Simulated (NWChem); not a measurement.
System: GaHClF; SMILES [F][GaH][Cl]

Results from NWChem. Each level has its own optimisation; frequencies are unscaled.

```json
[
 {"level": "Hartree-Fock/STO-3G", "r Ga–H (Å)": "1.320", "r F–Ga (Å)": "1.533", "r Cl–Ga (Å)": "2.167", "highest harmonic frequency (cm⁻¹)": "2185", "lowest (cm⁻¹)": "246", "zero-point energy (kcal/mol)": "7.1"},
 {"level": "PBE/def2-SVP", "r Ga–H (Å)": "1.556", "r F–Ga (Å)": "1.763", "r Cl–Ga (Å)": "2.148", "highest harmonic frequency (cm⁻¹)": "1997", "lowest (cm⁻¹)": "169", "zero-point energy (kcal/mol)": "6.1"},
 {"level": "CAM-B3LYP/def2-SVP", "r Ga–H (Å)": "1.540", "r F–Ga (Å)": "1.739", "r Cl–Ga (Å)": "2.127", "highest harmonic frequency (cm⁻¹)": "2068", "lowest (cm⁻¹)": "(withheld)", "zero-point energy (kcal/mol)": "6.4"},
 {"level": "PBE0/def2-SVP", "r Ga–H (Å)": "1.544", "r F–Ga (Å)": "1.745", "r Cl–Ga (Å)": "2.131", "highest harmonic frequency (cm⁻¹)": "2081", "lowest (cm⁻¹)": "176", "zero-point energy (kcal/mol)": "6.4"}
]
```

Question: Complete the blanks.

Answer: 
- CAM-B3LYP/def2-SVP, lowest (cm⁻¹): 182
